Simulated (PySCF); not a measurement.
Correlation energy of Mo³⁺ (molybdenum, charge +3)

Starting occupation: [Kr] 4d3, 4d5/2 with m_j = +1/2, +3/2, +5/2. Computed with PySCF 2.14 in x2c-TZVPall-2c (8s9p7d1f, 77 functions), with X2C-1e with screened-nucleus spin-orbit coupling, Gaussian nucleus. Frozen: [Ar] 3d10; 11 electrons correlated; the 6 highest virtual spinors left out.

MP2 pair energies summed by pair of shells (mhartree):

| pair | energy | share (%) |
| --- | --- | --- |
| 4p-4p | -86.43 | 39.9 |
| 4d-4p | -80.87 | 37.3 |
| 4p-4s | -24.32 | 11.2 |
| 4d-4d | -11.84 | 5.5 |
| 4d-4s | -8.35 | 3.9 |
| 4s-4s | -4.90 | 2.3 |

Total MP2 correlation energy: -216.71 mhartree.

The GHF reference relaxed away from the jj start to a determinant that is no pure jj level (⟨S²⟩ = 3.73, ⟨J²⟩ = 24.76); the energies belong to that determinant.

This basis was not built for core-valence correlation, so the inner-shell part is incomplete.
